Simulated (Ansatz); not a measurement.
Stepwise reaction of `[Cl][Y]([Cl])[Cl]` with water, as a gas-phase model of exchange steps in deposition or etching. ΔE in kJ/mol.

Isolated molecules relaxed with PBE0-D4/def2-TZVP in Ansatz; ΔE leaves out vibrations. CCSD(T)/CBS adds triple-zeta CCSD(T) − MP2 to the extrapolated MP2 energy (def2 sets, frozen cores). This one scheme is used for every species. Functionals use def2-TZVPP. B3LYP here is the variant with VWN-RPA as its local correlation; programs differ in this. Elements past krypton have def2 core potentials. For Y outer-core shells are correlated without core-valence functions, which leaves a few kJ/mol of doubt a bond. One conformer a species, not always the lowest.

```json
{"step": "1", "reaction": "`[Cl][Y]([Cl])[Cl]` + H₂O → `[OH][Y]([Cl])[Cl]` + HCl", "PBE-D4": "41.2", "B3LYP-D4": "41.0", "ωB97M-V": "41.4", "CCSD(T)/CBS": "46.0"}
{"step": "3", "reaction": "`[OH][Y]([OH])[Cl]` + H₂O → `[OH][Y]([OH])[OH]` + HCl", "PBE-D4": "64.3", "B3LYP-D4": "65.0", "ωB97M-V": "67.0", "CCSD(T)/CBS": "68.7"}
```

Question: Give the row of step 2, `[OH][Y]([Cl])[Cl]` + H₂O → `[OH][Y]([OH])[Cl]` + HCl. (Estimate.)

Answer: Ansatz gave: 
```csv
step,reaction,PBE-D4,B3LYP-D4,ωB97M-V,CCSD(T)/CBS
2,`[OH][Y]([Cl])[Cl]` + H₂O → `[OH][Y]([OH])[Cl]` + HCl,52.1,52.5,54.0,57.4
```

Question: By hand: ΔE of the 3 steps together at CCSD(T)/CBS.

Answer: (46.0) + (57.4) + (68.7) = 172.1 kJ/mol, or 57.4 kJ/mol a step.

In ΔE each step is higher than the one before. All are uphill at CCSD(T)/CBS. PBE-D4 differs from CCSD(T)/CBS by -5.3 to -4.4 kJ/mol a step. Isolated molecules leave out the surface, adducts and barriers. Largest T1 diagnostic: 0.014.
